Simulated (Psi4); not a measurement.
C₂H₂Cl₂, charge +1, doublet, at a GFN2-xTB geometry (a state made from the parent by changing its charge; the spin is typed, not shown lowest); WB97X/cc-pVDZ (Psi4 1.11).

Here is a job for Psi4.
```
memory 2 GB

molecule mol {
1 2
  Cl    2.075346    0.354900    0.018240
  C     0.583097   -0.366983   -0.001026
  C    -0.583097    0.366983    0.001026
  Cl   -2.075346   -0.354900   -0.018240
  H     0.558084   -1.455093   -0.015529
  H    -0.558084    1.455093    0.015529
}

set basis cc-pvdz
set reference uks
set scf_type pk
set puream true
set d_convergence 1e-8
set dft_radial_points 99
set dft_spherical_points 590

energy('wb97x')
print_variables()
```

It wrote (shortened):

```
   => Loading Basis Set <=

    Name: CC-PVDZ
    Role: ORBITAL
    Keyword: BASIS

         ---------------------------------------------------------
                                   SCF
               by Justin Turney, Rob Parrish, Andy Simmonett
                          and Daniel G. A. Smith
                              UKS Reference
         ---------------------------------------------------------

  ==> Geometry <==

    Molecular point group: ci
    Full point group: Ci

    Geometry (in Angstrom), charge = 1, multiplicity = 2:

       Center              X                  Y                   Z               Mass
    ------------   -----------------  -----------------  -----------------  -----------------
         CL           2.075346000000     0.354900000000     0.018240000000    34.968852682000
         C            0.583097000000    -0.366983000000    -0.001026000000    12.000000000000
         C           -0.583097000000     0.366983000000     0.001026000000    12.000000000000
         CL          -2.075346000000    -0.354900000000    -0.018240000000    34.968852682000
         H            0.558084000000    -1.455093000000    -0.015529000000     1.007825032230
         H           -0.558084000000     1.455093000000     0.015529000000     1.007825032230

  Running in ci symmetry.

  Rotational constants: A =      1.74755  B =      0.05323  C =      0.05166 [cm^-1]
  Rotational constants: A =  52390.19525  B =   1595.76554  C =   1548.59646 [MHz]
  Nuclear repulsion =  178.743901527728809

  Charge       = 1
  Multiplicity = 2
  Electrons    = 47
  Nalpha       = 24
  Nbeta        = 23

  ==> Algorithm <==

  SCF Algorithm Type is PK.
  DIIS enabled.
  MOM disabled.
  Fractional occupation disabled.
  Guess Type is SAD.
  Energy threshold   = 1.00e-06
  Density threshold  = 1.00e-08
  Integral threshold = 1.00e-12

  ==> Primary Basis <==

  Basis Set: CC-PVDZ
    Blend: CC-PVDZ
    Number of shells: 34
    Number of basis functions: 74
    Number of Cartesian functions: 78
    Spherical Harmonics?: true
    Max angular momentum: 2

  ==> DFT Potential <==

   => LibXC <=

    Version 7.1.2
    S. Lehtola, C. Steigemann, M. J. T. Oliveira, and M. A. L. Marques,  SoftwareX 7, 1–5 (2018) (10.1016/j.softx.2017.11.002)

   => Composite Functional: WB97X <=

    wB97X Hyb-GGA Exchange-Correlation Functional

    J.-D. Chai and M. Head-Gordon,  J. Chem. Phys. 128, 084106 (2008) (10.1063/1.2834918)

    Deriv               =              1
[...]
      Ntotal   =   47.0000000984 ; deviation = 9.844e-08

   @Spin Contamination Metric:   6.080229451E-03
   @S^2 Expected:                7.500000000E-01
   @S^2 Observed:                7.560802295E-01
   @S   Expected:                5.000000000E-01
   @S   Observed:                5.000000000E-01

    Orbital Energies [Eh]
    ---------------------

    Alpha Occupied:

[...]
    Alpha Virtual:

[...]
    Beta Occupied:

[...]
    Beta Virtual:

[...]
    Final Occupation by Irrep:
             Ag    Au
    DOCC [    12,   11 ]
    SOCC [     0,    1 ]
    NA   [    12,   12 ]
    NB   [    12,   11 ]

  @UKS Final Energy:  -997.42385056130684

   => Energetics <=

    Nuclear Repulsion Energy =            178.7439015277288092
    One-Electron Energy =               -1717.3644501512567331
    Two-Electron Energy =                 592.2156353928487533
    DFT Exchange-Correlation Energy =     -51.0189373306277858
    Empirical Dispersion Energy =           0.0000000000000000
    VV10 Nonlocal Energy =                  0.0000000000000000
    Total Energy =                       -997.4238505613068355

  UHF NO Occupations:
  HONO-2 :   11 Au 1.9994599
  HONO-1 :   12 Ag 1.9979609
  HONO-0 :   12 Au 1.0000000
  LUNO+0 :   13 Ag 0.0020391
  LUNO+1 :   13 Au 0.0005401
  LUNO+2 :   14 Ag 0.0001520
  LUNO+3 :   14 Au 0.0001276

Computation Completed

Properties will be evaluated at   0.000000,   0.000000,   0.000000 [a0]

Properties computed using the SCF density matrix

 Multipole Moments:

 ------------------------------------------------------------------------------------
     Multipole            Electronic (a.u.)      Nuclear  (a.u.)        Total (a.u.)
 ------------------------------------------------------------------------------------

 L = 1.  Multiply by 2.5417464519 to convert [e a0] to [Debye]
 Dipole X            :          0.0000000            0.0000000            0.0000000
 Dipole Y            :          0.0000000            0.0000000            0.0000000
 Dipole Z            :          0.0000000            0.0000000            0.0000000
 Magnitude           :                                                    0.0000000

 ------------------------------------------------------------------------------------

  Variable Map:
  ----------------------------------------------------------------------------
[...]
  Array Variable Map:
  ----------------------------------------------------------------------------
[...]
[...]
```
